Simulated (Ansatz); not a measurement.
Relaxation of H$_{5}$NO$_{3}$Zr (10 atoms, charge 0, multiplicity 1), to a largest force component of 0.02 eV/Å in at most 40 steps.

The calculation used RKS B3LYP-D4/def2-SVP (Ansatz).

```xyz
10
Properties=species:S:1:pos:R:3
Zr 0.000 0.000 0.000
N 0.000 0.000 2.210
H -0.877 -0.271 2.740
H 0.877 0.271 2.740
O 1.952 0.000 -0.689
H 2.268 -0.952 -0.806
O -0.975 1.689 -0.689
H -1.933 1.458 -0.912
O -0.975 -1.689 -0.689
H -1.430 -2.155 0.083
```

Q: Where does it end, and by what steps?

A: The run converged. After 9 steps the energy has fallen by 1.312 eV; H3 moved furthest, 0.83 Å.

| step | energy less start (eV) | largest force component (eV/Å) | accepted |
| --- | --- | --- | --- |
| 0 | 0.0000 | 2.420 | yes |
| 1 | -0.7578 | 2.656 | yes |
| 2 | -0.9909 | 1.358 | yes |
| 3 | -1.1499 | 0.478 | yes |
| 4 | -1.2174 | 0.291 | yes |
| 5 | -1.2771 | 0.237 | yes |
| 6 | -1.3045 | 0.234 | yes |
| 7 | -1.3062 | 0.187 | yes |
| 8 | -1.3122 | 0.023 | yes |
| 9 | -1.3125 | 0.006 | yes |

```xyz
10
Properties=species:S:1:pos:R:3
Zr -0.103 -0.159 0.123
N 0.009 0.079 2.157
H -0.684 0.538 2.746
H 0.760 -0.259 2.759
O 1.723 -0.248 -0.527
H 2.514 -0.362 -1.055
O -1.160 1.323 -0.548
H -1.680 1.920 -1.088
O -1.006 -1.822 -0.327
H -1.465 -2.659 -0.251
```

Whether the end is a true minimum wasn't checked by a vibrational analysis.

Run time: 17 s on 4 threads of Arm Neoverse V2, with other jobs on the host, peak memory 0.26 GiB.
